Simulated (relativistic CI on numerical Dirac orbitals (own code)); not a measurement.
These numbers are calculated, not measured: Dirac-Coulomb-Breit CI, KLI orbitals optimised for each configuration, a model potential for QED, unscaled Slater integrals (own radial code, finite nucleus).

Configurations in the expansion (outside the closed core [Kr] 4d10): 4f14 5s2 5p2, 4f14 5s 5p3, 4f14 5s2 5p 5d, 4f13 5s2 5p3, 4f14 5s 5p2 5d, 4f14 5s2 5p 5f, 4f14 5s2 5p 5g, 4f14 5s 5p2 5f, 4f13 5s2 5p2 5d, 4f14 5s2 5p 6s, 4f14 5p3 5d, 4f14 5s2 5p 6p, 4f14 5s 5p 5d2, 4f14 5s 5p2 5g, 4f14 5s2 5d 5f, 4f13 5s2 5p2 6s, 4f14 5p3 6s, 4f14 5s 5p2 6s, 4f14 5s2 5p 6d, 4f14 5p4, 4f13 5p5, 4f14 5s2 5d2, 4f14 5s 5d3, 4f14 5p2 5d2, 4f14 5p 5d3, 4f13 5p3 5d2, 4f14 5p 5d2 5f, 4f14 5p 5d2 5g, 4f14 5s2 5f2, 4f14 5s 5d 5f2, 4f14 5s2 5d 6s, 4f14 5s 5d2 6s, 4f14 5s2 5g2, 4f14 5s 5d 5g2, 4f14 5p2 5f2, 4f14 5p 5d 5f2, 4f13 5p3 5f2, 4f14 5p 5f3, 4f14 5p 5f2 5g. Double excitations out of closed p, d and f shells are left out; levels of such configurations are missing from the list, as are those of other unlisted configurations, and high levels can miss mixing partners. Some configurations lack a partner that the ground configuration has and come out too high, among them 4f13 5s2 5p2 5d, 4f13 5s2 5p2 6s, 4f14 5s 5p2 5f, 4f14 5s 5p2 5g, 4f14 5s2 5p 6s.

At this charge transitions that keep the count of f electrons are usually good to a few per cent. Levels and lines within the n = 5 or 6 shells can be off by up to 10 % or somewhat more, and those that change n by about 2 %, since core polarisation is missing. Levels that differ in their count of f electrons can be misplaced by several ten thousand cm⁻¹, since the correlation energy of f electrons is missing or only estimated; rates across such gaps can be off by orders of magnitude.

Outline of the computed level scheme of Au XVI. Lowest level of each configuration: 4f14 5s2 5p2 3P_0 at 0.0000 eV; 4f13 5s2 5p3 3G_5 at 57.7756 eV; 4f14 5s 5p3 5S°_2 at 58.3090 eV; 4f14 5s2 5p 5d 3F°_2 at 81.2531 eV.

Some strong electric-dipole decays among the lowest 45 levels: 4f14 5s 5p3 1P°_1 → 4f14 5s2 5p2 3P_0 (1.2e+11 s⁻¹); 4f14 5s 5p3 1P°_1 → 4f14 5s2 5p2 1D_2 (7.4e+10 s⁻¹); 4f14 5s 5p3 3P°_1 → 4f14 5s2 5p2 3P_0 (6.3e+10 s⁻¹); 4f14 5s 5p3 1D°_2 → 4f14 5s2 5p2 1D_2 (4.9e+10 s⁻¹); 4f14 5s 5p3 3P°_1 → 4f14 5s2 5p2 3P_1 (4.3e+10 s⁻¹); 4f14 5s 5p3 3D°_1 → 4f14 5s2 5p2 3P_0 (4.1e+10 s⁻¹); 4f14 5s 5p3 3P°_0 → 4f14 5s2 5p2 3P_1 (3.6e+10 s⁻¹); 4f14 5s 5p3 1D°_2 → 4f14 5s2 5p2 3P_1 (2.8e+10 s⁻¹).

LS names give the leading component of a level, which can be under half, so a name can repeat, a term be missing and a line seem to break the LS rules.
